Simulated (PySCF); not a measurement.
Vertical excitations of a molecule C2H9FSi2 from TDA-PBE/def2-SVPD (PySCF 2.14.0), as energy in eV (oscillator strength): 7.10 (0.007), 7.25 (0.126), 7.37 (0.001), 7.50 (0.012), 7.54 (0.014), 7.79 (0.010), 7.84 (0.033), 7.87 (0.030), 7.88 (0.048), 7.93 (0.009). Lowest triplet (TDA): 6.87 eV. The structure is a stationary point at TPSSh-D3(BJ)/def2-SVP. Other conformers were not sampled.

Q: Identify the compound among the candidates.
A. C[SiH2]C[SiH2]F
B. C[SiH2][Si@H](C)F
C. C[C@H]([SiH3])[SiH2]F
D. C[Si@@H](F)C[SiH3]

A: D, C[Si@@H](F)C[SiH3]
